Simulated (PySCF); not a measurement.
C₂H₄Cl₂Ge. Atoms are numbered in the order given.

```xyz
9

Ge     0.1260    -0.3163    -0.3828
Cl     0.4317     1.8362    -0.5113
Cl     1.3161    -1.0818     1.2722
C     -1.7482    -0.6362    -0.0056
C     -2.6423     0.3620     0.0993
H      0.6984    -0.9499    -1.6722
H     -2.0512    -1.6891     0.1346
H     -3.7052     0.1638     0.3196
H     -2.3440     1.4167    -0.0276
```
Charge 0, spin multiplicity 1.

Geometry optimised at PBE-D3(BJ)/def2-SVP. One conformer was computed; it need not be the lowest.

The numbers are results of PySCF with PBE-D3(BJ)/def2-SVP, not measurements.

Frequencies are harmonic and unscaled.

```tsv
mode	ν (cm⁻¹)	IR (km/mol)	moving atoms (share of kinetic energy)
1	73	0.4	C 45 %, H 26 %, Cl 20 %, Ge 9 %
2	127	1.2	Cl 47 %, C 25 %, H 15 %, Ge 14 %
3	139	2.7	Cl 62 %, C 21 %, Ge 10 %
4	172	3.3	Cl 27 %, H 27 %, Ge 25 %, C 21 %
5	324	3.6	C 57 %, H 20 %, Ge 16 %
6	395	27.4	Cl 74 %, Ge 22 %
7	421	72.7	Cl 58 %, Ge 40 %
8	499	28.8	H 66 %, C 30 %
9	582	17.6	C 60 %, H 25 %, Ge 14 %
10	683	72.1	H 92 %
11	708	82.8	H 94 %
12	954	14.2	H 72 %, C 28 %
13	961	5.6	H 85 %, C 15 %
14	982	21.2	H 95 %
15	1213	5.1	H 73 %, C 27 %
16	1358	15.1	H 86 %, C 14 %
17	1620	2.2	C 87 %, H 13 %
18	2099	95.5	H 99 %
19	3057	7.0	H 95 %
20	3091	1.0	H 91 %, C 9 %
21	3156	0.7	H 89 %, C 11 %
```
